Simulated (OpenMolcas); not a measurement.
Ag4+: effect of the active space

```yaml
Program: OpenMolcas
Method: CASSCF or its RAS form
Basis: ANO-RCC-VQZP
Scalar_Hamiltonian: DKH2, point nucleus
Spin-orbit_coupling: state interaction with AMFI integrals over the reference wave functions, term energies averaged over their components
```

A. 7 electrons in 5 orbitals (4d); 2S+1 = 4 even, 10 roots; 2S+1 = 2 even, 40 roots; cost about 9 core-seconds
B. 13 electrons in 8 orbitals (RAS1 4p, at most 2 holes; RAS2 4d); 2S+1 = 4 even, 10 roots; 2S+1 = 2 even, 40 roots; cost of the order of 21 core-seconds

Energies in cm⁻¹ above 4d⁷ ⁴F_9/2, the measured ground level; measured values from the list in Gamrath, thesis, University of Mons (2023).

| Level | A | B | Measured |
| --- | --- | --- | --- |
| 4d⁷ ⁴F_9/2 | 0.0 | 0.0 | 0.0 |
| 4d⁷ ⁴F_7/2 | 3491 | 3509 | 3690 |
| 4d⁷ ⁴F_5/2 | 5649 | 5607 | 5816 |
| 4d⁷ ⁴F_3/2 | 6997 | 6905 | 7097 |
| 4d⁷ ⁴P_3/2 [67 %] | 18306 | 16597 | 14204 |
| 4d⁷ ⁴P_5/2 | 18597 | 17102 | 14899 |
| 4d⁷ ²G_9/2 | 19367 | 19314 | 16875 |
| 4d⁷ ⁴P_1/2 | 20860 | 19315 | 17067 |
| 4d⁷ ²G_7/2 | 22841 | 22636 | 20442 |
| 4d⁷ ²H_11/2 | 25761 | 26694 | 22532 |
| 4d⁷ ²D_5/2(1) | 28351 | 25706 | 24361 |
| 4d⁷ ²P_1/2 | 29103 | 26944 | 24599 |
| 4d⁷ ²H_9/2 | 29338 | 30140 | 26368 |
| 4d⁷ ²D_3/2(1) [65 %] | 34237 | 31945 | 30134 |
| 4d⁷ ²F_5/2 | 42138 | 40710 | 34635 |
| 4d⁷ ²F_7/2 | 43897 | 42530 | 36594 |
| 4d⁷ ²D_3/2(2) | 65662 | 60529 | 55041 |
| 4d⁷ ²D_5/2(2) | 67360 | 62653 | 56772 |

Deviations, from unrounded energies. A percentage is the sum of absolute deviations over the sum of measured energies, with the sign that they share, or ± where signs differ.

| Against measurement | Levels | A | B |
| --- | --- | --- | --- |
| mean absolute deviation (cm-1) | 17 | 4200 | 2900 |
| fine structure of the ground term (%) | 3 | -2.8 | -3.5 |
| other terms of the ground configuration (%) | 14 | +18.1 | +12.2 |

B lies closest to measurement on these levels. The largest miss of B in the table is 4d⁷ ²F_5/2, by +6100 cm-1. The ranking rests on the paired levels alone, and a cruder setting can come out closer through cancelling errors.

Between A and B the level of the table that moves most is 4d⁷ ²D_3/2(2), by 5100 cm-1 (lowest in B, highest in A).

Without dynamic correlation excited terms often stand tens of per cent too high (terms of higher spin than the ground term too low), and those without a measured partner can miss by more than the paired ones. Active for correlation alone: 4p; no level in the range computed is led by a configuration that opens it, so any true level of that kind is missing (holds for B). Measured partners are found by configuration, term and J. A level has none where our copy of the source lacks it or the pairing is in doubt (some pairs that miss far off the trend of their configuration count as doubtful), and it then counts in no deviation. Only configurations of the active space appear. The table leaves out levels that lie high or whose names do not pair safely across all columns.

A share in square brackets marks a mixed level and gives the weight of the term that names it, the lowest over the columns. A number in round brackets counts repeated terms of one configuration in the order of the reference energies.
